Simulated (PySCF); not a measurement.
## Relaxation of quartet PdSe₂⁺

All numbers come from UPBE in PySCF with Pd def2-SVP with ECP28, Se def2-SVP; scalar-relativistic core potentials, no spin–orbit coupling; density-fitted integrals. A (50,194) grid was used.

A hand-made bent start, of C2v symmetry, held to at least that symmetry:

Coordinates in bohr (charge 1 multiplicity 4):
```
Pd    0.0000    0.0000   -1.4311
Se    3.3981    0.0000    0.9482
Se   -3.3981    0.0000    0.9482
```

Optimiser trace:
```json
{"step": "0", "E − E(last) (kJ/mol)": "12.31", "largest gradient (Eh/bohr)": "0.03698"}
{"step": "1", "E − E(last) (kJ/mol)": "1.02", "largest gradient (Eh/bohr)": "0.01016"}
{"step": "2", "E − E(last) (kJ/mol)": "0.02", "largest gradient (Eh/bohr)": "0.00188"}
{"step": "3", "E − E(last) (kJ/mol)": "-0.02", "largest gradient (Eh/bohr)": "0.00062"}
{"step": "4", "E − E(last) (kJ/mol)": "-0.01", "largest gradient (Eh/bohr)": "0.00052"}
{"step": "5", "E − E(last) (kJ/mol)": "0.00", "largest gradient (Eh/bohr)": "0.00021"}
{"step": "6", "E − E(last) (kJ/mol)": "0.00", "largest gradient (Eh/bohr)": "0.00005"}
```

It ends at C2v with Pd–Se 2.281 Å (×2); Se–Pd–Se 104.9° (after a last refinement on a finer grid). A frequency run shows a minimum. Other isomers or separated fragments may lie lower.

Open d and f shells are described by one determinant, and the ground state may have another occupation or spin. At this level a doublet minimum of Cs symmetry lies 109 kJ/mol below this structure.
